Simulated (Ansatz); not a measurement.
```yaml
crystal:
  periodic: [false, false, false]
  atoms:
    - {symbol: Ti, position_ang: [-0.293696, -0.669471, 1.204571]}
    - {symbol: Ti, position_ang: [0.452721, 0.675522, -1.150420]}
    - {symbol: Ti, position_ang: [-1.159682, -1.208017, -1.064196]}
    - {symbol: Ti, position_ang: [-1.639128, 1.111672, 0.122208]}
    - {symbol: Ti, position_ang: [1.590797, -1.278775, -0.227215]}
    - {symbol: Ti, position_ang: [1.048999, 1.369050, 1.115060]}
basis:
  gaussian: {orbitals: def2-TZVPD, initial_orbitals: start.molden}
total_charge: -1
magnetization: {spin_polarized: true, initial_magnetization: 3}
hamiltonian: {xc: pbe0, dispersion: d4}
scf: {omitted_lower_state_checks: [starts]}
output: {orbitals: {seedname: orbitals}}
```

The file start.molden holds the orbitals of an earlier run on this structure, at another level or in another basis.

```sh
$ ansatz run in.yaml --threads 4 --pin off --events-out ev --progress --plain --max-ram 4787MiB
```

Problem. Does this run fit into the memory that it is given?

Solution. No. It has 288 basis functions, and Ansatz plans for 4.78 GiB where 4.67 GiB are given.
